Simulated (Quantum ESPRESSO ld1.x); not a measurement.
Species: La+. Configuration: [Xe] 5d1 6p1 (not the ground configuration). All-electron calculation, Dirac Kohn-Sham, BLYP, spin-unpolarised, spherical densities, point nucleus; open shells fill j = l - 1/2 first. Program: ld1.x of Quantum ESPRESSO 7.5.

Radial electron density D(r) = 4 pi r^2 rho(r):

```
   r/bohr * D(r) (the largest magnitude, 95.3, reaches the edge; | marks zero)
 0.003043 |        *
 0.004157 |             *
 0.005679 |                    *
 0.007758 |                            *
  0.01051 |                                    *
  0.01436 |                                          *
  0.01962 |                                           *
  0.02681 |                                       *
  0.03662 |                                      *
  0.04964 |                                            *
  0.06781 |                                                      *
  0.09264 |                                                     *
   0.1266 |                                          *
   0.1715 |                                           *
   0.2343 |                                               *
   0.3201 |                              *
   0.4373 |                *
   0.5975 |                   *
   0.8097 |             *
    1.106 |     *
    1.511 |   *
    2.065 |  *
    2.821 |*
    3.823 *
    5.222 *
    7.135 *
    9.747 *
    13.32 *
```

D(r) has 4 maxima, at r = 0.0175, 0.0771, 0.218, 0.607 bohr, and minima at 0.0341, 0.144, 0.448 bohr, inside which lie 2.02, 11.17, 28.99 electrons.
